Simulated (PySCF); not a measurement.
Electron correlation in Tc³⁺ (technetium, charge +3)

[Kr] 4d4, high-spin 5D determinant. Computed with PySCF 2.14 in def2-QZVPPD with the def2 core potential (28 electrons) (7s5p4d4f2g, 88 functions), with a scalar-relativistic core potential. Frozen: nothing; 12 electrons correlated.

MP2 pair energies summed by pair of shells (mhartree):

```tsv
pair	energy	share (%)
4p-4d	-142.51	42.0
4p-4p	-96.49	28.5
4d-4d	-37.70	11.1
4s-4p	-36.73	10.8
4s-4d	-19.46	5.7
4s-4s	-6.10	1.8
```

Total MP2 correlation energy: -338.98 mhartree.

Same-spin part -103.57 and opposite-spin part -235.41 mhartree; SCS-MP2 scales them by 1/3 and 6/5 to -317.02 mhartree.

The basis has no tight functions for the innermost shells, so their pair energies are far from complete.

This basis was not built for core-valence correlation, so the inner-shell part is incomplete.
